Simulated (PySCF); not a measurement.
# Stretching ICl

Set-up: basis I cc-pVDZ-PP with ECP28, Cl cc-pV(D+d)Z; scalar-relativistic core potentials; PySCF 2.14. Energies in eV from I + Cl in their ground configurations at the same level. State: ¹Σ⁺ (singlet), closed shell.

All columns are PBE0. A positive dipole means I(−)Cl(+).

| R (Å) | E (eV) | μ (D) | Mulliken charge on I (basis-dependent) | HOMO (eV) | LUMO (eV) | Mayer bond order | ⟨S²⟩ |
| --- | --- | --- | --- | --- | --- | --- | --- |
| 2.024 | -0.869 | -0.64 | 0.15 | -7.20 | -1.46 | 1.06 | 0.00 |
| 2.119 | -1.612 | -0.91 | 0.17 | -7.41 | -2.17 | 1.04 | 0.00 |
| 2.213 | -2.006 | -1.15 | 0.17 | -7.59 | -2.84 | 1.02 | 0.00 |
| 2.283 | -2.141 | -1.31 | 0.18 | -7.72 | -3.30 | 1.01 | 0.00 |
| 2.354 | -2.176 | -1.46 | 0.18 | -7.83 | -3.72 | 1.00 | 0.00 |
| 2.425 | -2.138 | -1.60 | 0.18 | -7.94 | -4.11 | 1.00 | 0.00 |
| 2.519 | -2.006 | -1.76 | 0.18 | -8.07 | -4.58 | 0.99 | 0.00 |
| 2.636 | -1.761 | -1.93 | 0.18 | -8.20 | -5.09 | 0.99 | 0.00 |
| 2.778 | -1.406 | -2.10 | 0.17 | -8.33 | -5.60 | 0.99 | 0.00 |
| 2.966 | -0.908 | -2.27 | 0.17 | -8.46 | -6.13 | 0.99 | 0.00 |

A fit through these points gives, at Re = 2.349 Å, μ = -1.45 D and dμ/dR = -2.02 D/Å; the reduced mass is 27.41 u.

Question: How strong is the fundamental in the double-harmonic approximation, I = 42.26·(dμ/dR)²/μred km/mol?

Answer: I = 42.26·(-2.02)²/27.41 = 6.29 km/mol at PBE0.

These are scalar-relativistic numbers at best; spin–orbit coupling would shift them, the dissociation energy most.
